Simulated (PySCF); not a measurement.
Species: C₇H₈F₂.
Numbering: `[CH3:1][C@@H:2]1[CH:3]=[CH:4][C:5]([CH:6]([F:7])[F:8])=[CH:9]1` (hydrogens: H10, H11, H12 on C1; H13 on C2; H14 on C3; H15 on C4; H16 on C6; H17 on C9)

Computed, not measured: TDDFT PBE0/def2-SVPD, vertical, gas phase, core orbitals frozen in the response in PySCF 2.14.0, density-fitted response routines. Isolated species at its PBE0-D3(BJ)/def2-SVP geometry (one conformer only). Torsions of this conformer, `[CH3:1][C@@H:2]1[CH:3]=[CH:4][C:5]([CH:6]([F:7])[F:8])=[CH:9]1`: C4–C5–C6–F7 171°.

Orbital energies (eV): HOMO-3 -9.91, HOMO-2 -9.52, HOMO-1 -8.87, HOMO -6.75, LUMO -1.03, LUMO+1 0.76, LUMO+2 0.93.

Computed singlets:

```tsv
state	E (eV)	f
S1	4.99	0.053
S2	6.37	0.0062
S3	6.54	0.019
S4	7.05	0.089
S5	7.07	0.0048
S6	7.20	0.026
```

Task: Which orbital pair leads each of S1, S3 and S5, and how does its energy difference Δε compare with the excitation energy?

Result: 

| state | leading configuration | weight | Δε (eV) | E (eV) | E − Δε (eV) | f | other configurations |
| --- | --- | --- | --- | --- | --- | --- | --- |
| S1 | HOMO→LUMO | 0.98 | 5.72 | 4.99 | -0.73 | 0.053 | – |
| S3 | HOMO→LUMO+2 | 0.61 | 7.69 | 6.54 | -1.15 | 0.019 | H→L+1 (23%), H-1→L (8%) |
| S5 | HOMO-2→LUMO | 0.85 | 8.48 | 7.07 | -1.42 | 0.0048 | – |

E − Δε runs from -1.42 to -0.73 eV. Among themselves, these states come in the order of their orbital differences.

H and L stand for HOMO and LUMO. The other states: S2 6.37 eV, f 0.0062, H→L+1 (59%), H-1→L (32%); S4 7.05 eV, f 0.089, H→L+3 (35%), H→L+2 (20%), H-1→L (15%); S6 7.20 eV, f 0.026, H→L+4 (83%), H→L+3 (11%).

Summed over the main configurations (up to three a state, each over 8%) of all 6 singlets, the electron leaves HOMO with weight 3.90, HOMO-2 with weight 0.85 and HOMO-1 with weight 0.56.
